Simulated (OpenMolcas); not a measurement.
# Ions of charge +3 along the 3d row with 6 fluoride ligands in octahedral coordination

- Program: OpenMolcas
- Method: CASSCF
- Spin-orbit coupling: RASSI with atomic mean-field integrals over the reference wave functions

The d shell is active. Anionic complexes are neutralised by point charges behind the ligands. Distances were set from a Shannon-type radius of the metal (high-spin where two are listed) plus a fixed donor radius (F 1.31 Å). Ligand basis ANO-RCC-VTZP, DKH2 Hamiltonian. States (labels of O, the rotations of Oh). Energies in cm-1 above the lowest state or level, χT in cm3 K/mol; under a threefold ground state the first gap can be a small split of the lowest multiplet, not the spin-orbit step; 10Dq and B are least-squares fits to the states below 45000 cm-1, weighted by degeneracy, with a free offset, and given where the rms deviation is under 5 % of |10Dq| (or 100 cm-1) and under 700 cm-1. Spin-only χT is S(S+1) / 2 for the spin of the ground state.

```
 Ion  Shell  R (Å)   Metal basis  Outer charge (e at Å behind ligand)  Ground state  First state of that spin   10Dq  B (rms of fit)  First gap with spin-orbit (degeneracies)  χT at 300 K  First state of another spin  Spin-only χT
Ti3+    3d1   1.98  ANO-RCC-VTZP                           0.5 at 2.6           2T2                  2E 15079  15079                                              217.9 (4, 2)        0.447                                      0.375
Cr3+    3d3   1.93  ANO-RCC-VTZP                           0.5 at 2.4           4A2                 4T2 13193  13056       1086 (72)                              13088 (4, 2)        1.827                     2E 19658         1.875
Mn3+    3d4   1.96  ANO-RCC-VTZP                           0.5 at 2.4            5E                 5T2 11094  10848       1153 (98)                                9.7 (1, 3)        2.939                    3T1 14834         3.000
Fe3+    3d5   1.96  ANO-RCC-VTZP                           0.5 at 3.2           6A1                             9841      1242 (121)                              28180 (6, 2)        4.385                    4T1 28272         4.375
Co3+    3d6   1.92  ANO-RCC-VTZP                           0.5 at 2.8           5T2                   5E 9727  10162      1243 (174)                              270.3 (3, 2)        4.186                    3T1 16377         3.000
Ni3+    3d7   1.91  ANO-RCC-VTZP                           0.5 at 3.2           4T1                  4T2 8055   9844      1315 (297)                              474.2 (2, 4)        3.432                     2E 14293         1.875
```

The rows also differ in their outer charges, so part of each step comes from that.

Among the 6 ions with a close fit, |10Dq| is smallest for Fe3+ (9841 cm-1) and largest for Ti3+ (15079 cm-1). The error differs from ion to ion, so this order need not be the real one.

B goes from 1086 cm-1 (Cr3+) to 1315 cm-1 (Ni3+).

Every ion keeps the highest spin of its shell. χT departs most from the spin-only value for Ni3+, by +1.557 cm3 K/mol.

Ligand-to-metal charge-transfer states are missing. An orbital triplet at a regular site is open to Jahn-Teller coupling, which can distort the site and quench the lowest spin-orbit gaps and is left out (holds for Ti3+; Co3+; Ni3+). With metal d orbitals alone and no dynamic correlation the field as a rule comes out too small, by tens of per cent, by up to half for chloride and softer ligands (holds for Ti3+; Cr3+; Mn3+; Fe3+). Without dynamic correlation the repulsion within the d shell is too large (B by tens of per cent), so at a given field states of lower spin stand too high (holds for Cr3+; Mn3+; Fe3+; Co3+; Ni3+). With no ligand orbital active B as a rule stays too high, so bands that hang on it stand too high and its fall with covalency is understated (holds for Cr3+; Mn3+; Fe3+; Co3+; Ni3+). An orbital doublet at a regular site is open to a Jahn-Teller distortion, which this geometry leaves out (holds for Mn3+). This shell can be high or low spin here, a state of another spin lies low, and with metal d orbitals alone active their balance is uncertain, so the ground spin may be wrong (holds for Mn3+; Ni3+). CASSCF with metal d orbitals alone favours high spin, so a ground state of lower spin is not ruled out (holds for Co3+). With metal d orbitals alone and no dynamic correlation the field as a rule comes out too small, by tens of per cent, by up to half for chloride and softer ligands, and with too little covalency χT stands high (holds for Co3+; Ni3+). No measured value stands beside these numbers; the geometry is a model, was not optimised and need not be the one that this ion takes.
